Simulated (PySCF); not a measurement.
**Radial density of Ca (calcium, neutral)**

UHF, [Ar] 4s2, closed-shell 1S. Calculation: PySCF 2.14, in pcseg-2 (6s4p3d, 33 functions); no relativity, point nucleus.

| r (bohr) | 4πr²ρ (e/bohr) |
| --- | --- |
| 0.00151 | 0.1437 |
| 0.00254 | 0.3902 |
| 0.00427 | 1.030 |
| 0.00718 | 2.593 |
| 0.0121 | 6.031 |
| 0.0203 | 12.29 |
| 0.0342 | 20.11 |
| 0.0575 | 23.35 |
| 0.0967 | 18.48 |
| 0.163 | 19.16 |
| 0.274 | 24.35 |
| 0.460 | 11.39 |
| 0.774 | 6.601 |
| 1.30 | 6.221 |
| 2.19 | 1.260 |
| 3.68 | 0.5880 |
| 6.20 | 0.1755 |
| 10.4 | 0.004713 |
